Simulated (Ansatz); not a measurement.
Molecule: C6H8 (charge 0, singlet). SMILES: CC1=CC=CC1
Geometry from a B3LYP-D3(BJ)/def2-TZVP (Ansatz, a first-principles code) optimisation:
```xyz
14

C      2.1773    -0.0375     0.0303
C      0.6888    -0.0542    -0.0370
C     -0.1033    -0.7733    -0.8541
C     -1.5091    -0.4754    -0.5727
C     -1.5839     0.4277     0.4184
C     -0.1915     0.7831     0.8552
H      2.6126    -0.7170    -0.7030
H      2.5365    -0.3347     1.0205
H      2.5753     0.9641    -0.1600
H      0.2380    -1.4692    -1.6086
H     -2.3453    -0.9224    -1.0919
H     -2.4805     0.8464     0.8497
H     -0.0223     0.5573     1.9149
H      0.0164     1.8533     0.7369
```
Charge 0, spin multiplicity 1.

Quantity: vertical ionisation energy (to the doublet state of charge +1; each state is the SCF solution reached for its spin; for the singlet the Hartree-Fock reference is unstable and T1 is 0.011), in eV. Valence correlation only, unless marked. UHF or UKS for open shells. No spin-orbit coupling. Non-relativistic. CBS marks a two-point X^-3 extrapolation of the correlation energy; Hartree-Fock from the larger set. The bracket is a focal-point correction in the basis named.

RI-MP2/CBS(aug-cc-pVTZ,aug-cc-pVQZ)+[CCSD(T)-MP2]/aug-cc-pVTZ (Ansatz) gives 8.40 eV.

Q: Another calculation gave 7.90 eV. Which level was it?
A. r2SCAN/def2-TZVPD (Ansatz)
B. SVWN5/def2-TZVPD (Ansatz)
C. B2PLYP/def2-TZVPD (Ansatz)

A: A, r2SCAN/def2-TZVPD (Ansatz). The others give 8.09 (B2PLYP), 8.24 (SVWN5) eV.
